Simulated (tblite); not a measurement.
Species: C₈H₁₀ (charge +1 and doublet state).
Bonds: C1–C2 (double), C2–C3, C3–C4, C3–C5, C5–C6 (double), C3–C7, C7–C8 (double). Hydrogens: H9 on C1; H10, H11, H12 on C4; H13 on C5; H14, H15 on C6; H16 on C7; H17, H18 on C8.

The geometry is computed with GFN2-xTB (gas phase). This method treats the open shell by occupation alone, without spin polarisation.

Problem. List the bond lengths, angles and torsions at this level.

Solution. 
```
                  bond  length (Å)   order
                 C1=C2       1.205  double
                 C2–C3       1.458  single
                 C3–C4       1.531  single
                 C3–C5       1.499  single
          C5=C6, C7=C8       1.328  double
                 C3–C7       1.517  single
                 C1–H9       1.054  single
C4–H10, C4–H11, C4–H12       1.088  single
        C5–H13, C7–H16       1.084  single
        C6–H14, C8–H18       1.083  single
        C6–H15, C8–H17       1.079  single
```

Bonds in one row agree within 0.01 Å and their mean is given. Orders are formal, as drawn. A selection of angles:
```
   angle  degrees
C1–C2–C3    179.2
C2–C3–C4    110.2
C2–C3–C5    114.0
C2–C3–C7     93.9
C4–C3–C5    109.7
C4–C3–C7    114.7
C5–C3–C7    113.5
C3–C5–C6    126.0
```

Dihedral angles: C2–C3–C5–C6 -125° (anticlinal); C2–C3–C7–C8 87° (synclinal). The mirror-image conformer, all signs reversed, is as good.

C6 (carbon bonded to C and 2 H) is planar (angles 122.2°, 122.2° and 115.6°, sum 360.0°, 0.01 Å off the plane of its three neighbours). The C–C distances run from 1.205 Å (C1=C2, drawn double in a drawing that doesn't fit all lengths) to 1.531 Å (C3–C4, drawn single in a drawing that doesn't fit all lengths), a spread of 0.326 Å. C5 (carbon bonded to 2 C and H) is planar (angles 126.0°, 120.4° and 113.5°, sum 359.9°, 0.03 Å off the plane of its three neighbours). Of the pairs four or more bonds apart, C8···H14 is among the closest relative to their van der Waals radii: 2.40 Å, 83 % of the sum of Bondi's values.

Point group: C1 (no symmetry element, even within 0.4 Å). Its GFN2-xTB frequencies are all real (lowest 70 cm⁻¹). 3 starts were optimised and ended at 0.00, 0.36 and 1.16 kcal/mol (GFN2-xTB); the lowest of these is shown.
